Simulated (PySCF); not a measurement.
Exercise with solution: oscillator strength and radiative lifetime

Zn(OMe)(SH) (CH4OSZn), SMILES C[O][Zn][SH].

Geometry: r2SCAN-D4/def2-SVP. The values are those of a single conformer.

TDA-PBE/def2-SVPD run with PySCF 2.14.0 puts the first singlet state with f over 0.02 at 4.55 eV (vertical), with the transition dipole (-0.159, -0.245, -0.459) in atomic units.

**Question.** Find the oscillator strength, the wavelength and the radiative lifetime that this transition would have in vacuum if emission retraced absorption.

**Answer.** 
|μ|² = 0.2960 au, so |μ| = 1.38 D. ΔE = 4.55/27.211 = 0.1672 hartree. f = (2/3) ΔE |μ|² = 0.033 (the program prints 0.033).
λ = 1239.84/4.55 = 272 nm; ν = 36698 cm⁻¹.
Einstein's coefficient A = 0.6670 ν² f s⁻¹ (ν in cm⁻¹) = 3.0e7 s⁻¹, so τ = 1/A = 34 ns. This state is S2; the lower singlet has f = 0.005. The figure is the radiative limit of this one transition; relaxation, internal conversion, crossing to triplets and a medium change what is measured.
